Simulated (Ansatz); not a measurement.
Isolated molecules relaxed with PBE0-D4/def2-TZVP in Ansatz; ΔE leaves out vibrations. CCSD(T)/CBS is the MP2 limit (def2-TZVPP, def2-QZVPP) plus CCSD(T) − MP2 in def2-TZVPP, frozen cores. This one scheme is used for every species. DFT in def2-TZVPP. B3LYP here is the variant with VWN-RPA as its local correlation; programs differ in this. Each species was taken in one conformer, which may not be the lowest.

`N[SiH2]N[SiH2]O` + HCl → `N[SiH2]N[SiH2]Cl` + H₂O  (ligand exchange at the Si–O bond)

(1) Is it downhill or uphill in electronic energy at CCSD(T)/CBS, and by how much? (Estimate.)

(2) What do these levels give: PBE-D4, r2SCAN-D4, PBE0-D4, ωB97X-V, PBE, PBE0, B3LYP, MP2/def2-TZVPP, SCS-MP2/def2-TZVPP, CCSD/def2-TZVPP, SCS-MP2/def2-QZVPP, CCSD/CBS(def2)? (Best estimate.)

Largest T1 diagnostic among the species: 0.011.

## Answers

(1) Computed: Downhill: ΔE = -0.07 eV.

(2) Ansatz gave: PBE-D4 -0.12, r2SCAN-D4 -0.06, PBE0-D4 -0.12, ωB97X-V -0.05, PBE -0.09, PBE0 -0.09, B3LYP -0.01, MP2/def2-TZVPP -0.05, SCS-MP2/def2-TZVPP -0.02, CCSD/def2-TZVPP 0.00, SCS-MP2/def2-QZVPP -0.05, CCSD/CBS(def2) -0.06 eV.

The D4 term adds −0.04 eV with B3LYP and −0.02 eV with PBE0; it sums over pairs of atoms, weighted by their polarisabilities, and B3LYP, whose exchange is more repulsive, gets the larger term.
